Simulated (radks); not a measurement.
Results of a calculation; reference values are marked as such.
B+, 4 electrons, occupied as [He] 2s2 (the NIST ground configuration). Code: a radial shooting solver on a logarithmic mesh with Libxc functionals. Model: scalar-relativistic Kohn-Sham, PBE, spin-polarised, spherical densities, point nucleus.

Radial electron density D(r) = 4 pi r^2 rho(r):

```
   r/bohr * D(r) (the largest magnitude, 5.12, reaches the edge; | marks zero)
  0.02275 |   *
  0.02779 |     *
  0.03421 |       *
  0.04179 |          *
  0.05145 |               *
  0.06284 |                    *
  0.07737 |                          *
   0.0945 |                                 *
   0.1164 |                                         *
   0.1421 |                                                *
   0.1736 |                                                     *
   0.2137 |                                                      *
    0.261 |                                                   *
   0.3214 |                                           *
   0.3925 |                                 *
   0.4833 |                      *
   0.5903 |             *
   0.7268 |        *
   0.8877 |        *
    1.093 |          *
    1.335 |            *
    1.644 |            *
    2.007 |         *
    2.452 |     *
    3.019 | *
    3.687 |*
     4.54 *
    5.545 *
```

D(r) has 2 maxima, at r = 0.207, 1.43 bohr, and minima at 0.813 bohr, inside which lie 2.06 electrons.
